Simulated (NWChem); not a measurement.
Species: SiN₂H₅Cl; SMILES N[SiH](N)Cl

```xyz
9

Si     0.0192    -0.4086     0.3845
N     -1.4956    -0.8967    -0.2485
N      1.2168    -1.4218    -0.2949
Cl     0.1246     1.6211    -0.1063
H      0.2459    -0.4482     1.8556
H     -2.2710    -0.2469    -0.2905
H     -1.8001    -1.8601    -0.1712
H      1.2568    -1.5636    -1.2984
H      2.1332    -1.4902     0.1324
```
Atoms are numbered in this order, from 1.

Structure relaxed at the PBE0/def2-SVP level.

### Question
List the 4 lowest vertical singlet excitations from PBE0/def2-SVPD, TDA (NWChem).

### Answer
```
state  energy (eV)  oscillator strength  leading excitation (squared amplitude)
-----  -----------  -------------------  --------------------------------------
S1            6.93                0.035                      HOMO → LUMO (0.84)
S2            7.08                0.050                    HOMO−1 → LUMO (0.83)
S3            7.54                0.024                    HOMO → LUMO+1 (0.53)
S4            7.63                0.003                  HOMO−1 → LUMO+1 (0.81)
```
